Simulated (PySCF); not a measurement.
CH5NOSi, neutral, multiplicity 1. Atoms are numbered in the order given.

```xyz
9

Si     0.7073    -0.8246     0.0000
O      0.6347     0.8541     0.0000
C     -0.4662     1.7274     0.0000
H     -1.1031     1.5894    -0.8944
H     -0.1042     2.7679     0.0000
H     -1.1031     1.5894     0.8944
N     -0.9757    -1.2487     0.0000
H     -1.7861    -0.6329     0.0000
H     -1.2570    -2.2258     0.0000
```

Coordinates come from a B3LYP-D3(BJ)/def2-SVP optimisation. One conformer was computed; it need not be the lowest.

Method: KT2/pcSseg-1 in PySCF.

GIAO shieldings, no solvent; atoms listed in one row are averaged. δ = σ(ref) − σ: ²⁹Si against TMS (σ = 361.9 ppm); ¹⁷O against H2O (σ = 330.4 ppm); ¹³C against TMS (σ = 185.1 ppm); ¹H against TMS (σ = 31.47 ppm); ¹⁵N against NH3 (σ = 266.2 ppm), references at their B3LYP-D3(BJ)/def2-TZVP geometries, non-relativistic.

```json
[
 {"nucleus": "²⁹Si", "atoms": "Si1", "count": "1", "δ (ppm)": "83.7"},
 {"nucleus": "¹⁷O", "atoms": "O2", "count": "1", "δ (ppm)": "136.2"},
 {"nucleus": "¹³C", "atoms": "C3", "count": "1", "δ (ppm)": "51.5"},
 {"nucleus": "¹H", "atoms": "H8", "count": "1", "δ (ppm)": "4.56"},
 {"nucleus": "¹H", "atoms": "H4, H5, H6", "count": "3", "δ (ppm)": "4.17"},
 {"nucleus": "¹H", "atoms": "H9", "count": "1", "δ (ppm)": "3.81"},
 {"nucleus": "¹⁵N", "atoms": "N7", "count": "1", "δ (ppm)": "120.5"}
]
```
